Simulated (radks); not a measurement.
Results of a calculation; reference values are marked as such.
Question: Species: W2+. Configuration: [Kr] 4d10 4f14 5s2 5p5.5 5d4 6d0.5 (fractional occupations, a model configuration). Level of theory: Dirac Kohn-Sham, LDA (Slater exchange, Perdew-Wang correlation), spin-unpolarised, spherical densities, finite nucleus; open shells fill j = l - 1/2 first; Fermi nuclear charge, rms radius 5.3658 fm (a radial shooting solver on a logarithmic mesh with Libxc functionals).

Spin-orbit splittings of the eigenvalues, e(l+1/2) - e(l-1/2), with zeta = 2 splitting/(2l+1) and mean radii in bohr:

| shell | occ. | splitting (eV) | zeta (eV) | <r> j=l-1/2 | <r> j=l+1/2 |
|---|---|---|---|---|---|
| 2p | 6 | 1351 | 900.8 | 0.06367 | 0.07163 |
| 3p | 6 | ? | ? | 0.1907 | 0.2054 |
| 3d | 10 | 63.58 | 25.43 | 0.1797 | 0.1843 |
| 4p | 6 | 67.93 | 45.29 | 0.4547 | 0.4882 |
| 4d | 10 | 12.52 | 5.008 | 0.5049 | 0.5164 |
| 4f | 14 | 2.246 | 0.6417 | 0.6015 | 0.6110 |
| 5p | 5.5 | 10.06 | 6.709 | 1.169 | 1.271 |
| 5d | 4 | 0.9109 | 0.3644 | 1.782 | 1.835 |
| 5f | 0 | 0.005712 | 0.001632 | 5.745 | 5.756 |
| 6p | 0 | 1.227 | 0.8177 | 3.221 | 3.462 |
| 6d | 0.5 | 0.1187 | 0.04749 | 5.215 | 5.295 |
| 7d | 0 | 0.05308 | 0.02123 | 9.529 | 9.647 |

Estimate the 3p splitting.

Answer: 292.1 eV (zeta = 194.7 eV).
